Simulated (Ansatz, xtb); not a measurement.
# C2H6Sn: which of two isomers lies lower

Structure I: `[CH3][Sn][CH3]`, a singlet. Structure II: `C[CH2][SnH]`, a singlet. Both are isolated molecules in the gas phase, relaxed with PBE-D3(BJ)/def2-SVP, each in the lowest conformer that the search found.

Estimate E(II) − E(I) at the level CCSD(T)/def2-TZVP.

Calculated at CCSD(T)/def2-TZVP: E(II) − E(I) = +10.3 kcal/mol, so structure I lies lower.

The same difference at several levels:

```json
{"level": "GFN2-xTB", "geometry": "GFN2-xTB", "E(II) − E(I) (kcal/mol)": "−6.2", "departure from the last row (kcal/mol)": "−16.5", "job, with rough time for the two": "optimisation, 0.24 s"}
{"level": "HF/STO-3G", "geometry": "GFN2-xTB", "E(II) − E(I) (kcal/mol)": "+14.4", "departure from the last row (kcal/mol)": "+4.1", "job, with rough time for the two": "single point, 1.6 s"}
{"level": "r2SCAN-D4/def2-SVP", "geometry": "GFN2-xTB", "E(II) − E(I) (kcal/mol)": "+7.2", "departure from the last row (kcal/mol)": "−3.1", "job, with rough time for the two": "single point, 3.6 s"}
{"level": "PBE-D3(BJ)/def2-SVP", "geometry": "PBE-D3(BJ)/def2-SVP", "E(II) − E(I) (kcal/mol)": "+6.9", "departure from the last row (kcal/mol)": "−3.4", "job, with rough time for the two": "optimisation, 31 s"}
{"level": "HF/def2-TZVP", "geometry": "PBE-D3(BJ)/def2-SVP", "E(II) − E(I) (kcal/mol)": "+7.7", "departure from the last row (kcal/mol)": "−2.6", "job, with rough time for the two": "part of the CCSD(T) run"}
{"level": "MP2/def2-TZVP", "geometry": "PBE-D3(BJ)/def2-SVP", "E(II) − E(I) (kcal/mol)": "+11.6", "departure from the last row (kcal/mol)": "+1.3", "job, with rough time for the two": "part of the CCSD(T) run"}
{"level": "CCSD(T)/def2-TZVP", "geometry": "PBE-D3(BJ)/def2-SVP", "E(II) − E(I) (kcal/mol)": "+10.3", "departure from the last row (kcal/mol)": "", "job, with rough time for the two": "single point, 69 s"}
```

As drawn, II has 1 C–C, 1 Sn–H in place of 1 C–Sn, 1 C–H.

GFN2-xTB puts the two in the other order. The largest departure from CCSD(T)/def2-TZVP is that of GFN2-xTB, 16.5 kcal/mol.

With harmonic frequencies from PBE-D3(BJ)/def2-SVP (ideal gas, rigid rotor, one conformer each, 400 K, 1 atm): on the last row, ΔE + ΔZPE = +10.0 kcal/mol. A mode under 50 cm⁻¹ makes harmonic enthalpies and free energies unreliable, so none is given.

The correlated steps freeze 6 core orbitals; the filled d shell of Sn is correlated, in a basis made for valence electrons. Atoms past krypton carry core potentials in the def2 sets, other sets are all-electron and non-relativistic, and no spin–orbit term is included. Codes used: Ansatz 0.2.0, xtb 6.7.1; the last row on 2 threads of Intel(R) Xeon(R) Processor @ 2.50GHz (Skylake/Cascade Lake) on a shared host.
